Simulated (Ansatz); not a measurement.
The same path of BrH + Cl3H2HfN (9 atoms, charge 0, multiplicity 1) was run 3 times with different band settings. Lost on the way: Br8–H9. Made: Hf1–Br8, N2–H9.

Method: RKS PBE/def2-SVP in Ansatz 0.2.0.

Relaxed end points:

```xyz
9
Properties=species:S:1:pos:R:3
Hf -0.088 0.179 -0.014
N 0.073 -0.090 2.008
H -0.704 -0.415 2.600
H 0.718 0.452 2.602
Cl 2.093 0.426 -0.846
Cl -1.273 2.178 -0.367
Cl -1.351 -1.620 -0.839
Br 1.816 -2.956 2.177
H 1.048 -1.693 2.135
```

```xyz
9
Properties=species:S:1:pos:R:3
Hf 0.673 -0.273 0.064
N -0.300 -0.531 2.290
H -1.302 -0.287 2.311
H 0.160 0.068 2.992
Cl 1.602 -0.019 -2.092
Cl 0.167 2.004 0.509
Cl -1.125 -1.723 -0.486
Br 2.685 -1.280 1.228
H -0.227 -1.497 2.641
```

Common settings: optimiser quadratic models (default); start path through a guess of the saddle point; force threshold 0.03 eV/Å; iteration limit 60; end points relaxed.

| run | movable images | climbing image | spring |
| --- | --- | --- | --- |
| 1 | 5 | yes | 5.0 eV/Å² |
| 2 | 5 | yes | 50.0 eV/Å² |
| 3 | 6 | no | 5.0 eV/Å² |

What does each run give, and how far can it be trusted?

Run 1: converged after 17 iterations, highest image 0.014 eV above the first end. A vibrational analysis at the climbing image gives one clearly imaginary mode, 40i cm⁻¹: a first-order saddle point.
Run 2: converged after 19 iterations, highest image 0.014 eV above the first end. Another band between the same ends (5 images) ends at a top of the same energy, where a vibrational analysis finds 1 clearly imaginary mode.
Run 3: converged after 14 iterations, highest image 0.010 eV above the first end. No image climbed, so the highest image needn't sit at the top of the path.
The orbitals stay closed-shell, which can raise the energy where a bond breaks towards radicals; this wasn't checked here.
